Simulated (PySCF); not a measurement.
## Working with the constants of BiB⁺

UHF-CCSD(T) constants of BiB⁺, ⁴Σ⁻ (quartet), unpaired electrons σ ↑, π ↑↑ (Bi aug-cc-pVDZ-PP with ECP60, B aug-cc-pVDZ; scalar-relativistic core potentials (PySCF 2.14); masses 208.9804 and 11.0093 u):

```
ωe              : 411.9 cm⁻¹
ωexe            : 4.64 cm⁻¹
Be              : 0.29207 cm⁻¹
αe              : 0.00375 cm⁻¹
D (centrifugal) : 5.87e-07 cm⁻¹
```

Question: Give the vibrational terms G(v) and spacings up to v = 6.

Answer: G(v) = ωe(v+½) − ωexe(v+½)².

| v | G(v) (cm⁻¹) | G(v) − G(v−1) | Bv (cm⁻¹) |
| --- | --- | --- | --- |
| 0 | 205 |  | 0.2902 |
| 1 | 607 | 403 | 0.2864 |
| 2 | 1001 | 393 | 0.2827 |
| 3 | 1385 | 384 | 0.2789 |
| 4 | 1760 | 375 | 0.2752 |
| 5 | 2125 | 365 | 0.2714 |
| 6 | 2481 | 356 | 0.2677 |

Correlated steps freeze 5 core orbitals. Spin–orbit coupling is left out, which matters for elements this heavy, above all for dissociation energies. The state is the lowest determinant that a PBE0 search found; another state may lie lower at other levels.
